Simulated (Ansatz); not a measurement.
Cartesian coordinates in Å:
```
B -1.365 -0.193 0.924
C -0.535 0.275 -0.245
C 0.778 0.013 -0.359
O 1.550 0.398 -1.359
F 1.462 -0.677 0.541
H -0.872 -0.827 1.810
H -2.531 0.071 0.972
H -0.938 0.852 -1.071
H 2.452 0.088 -1.212
```

Total charge 0; spin multiplicity 1.

List the B3LYP/def2-TZVPP orbital energies in eV (Ansatz 0.2.0). (Estimate.)

The calculation gave: Occupied: -673.15, -522.80, -281.63, -276.36, -183.04, -35.08, -30.52, -21.49, -17.68, -17.00, -14.44, -14.43, -13.26, -12.19, -11.51, -11.46, -9.63, -8.73, -7.38. Lowest empty: -1.70, 0.18, 1.43, 1.51, 2.21, 2.65, 3.44, 3.85.

B3LYP here is the variant with VWN-RPA as its local correlation; programs differ in this.
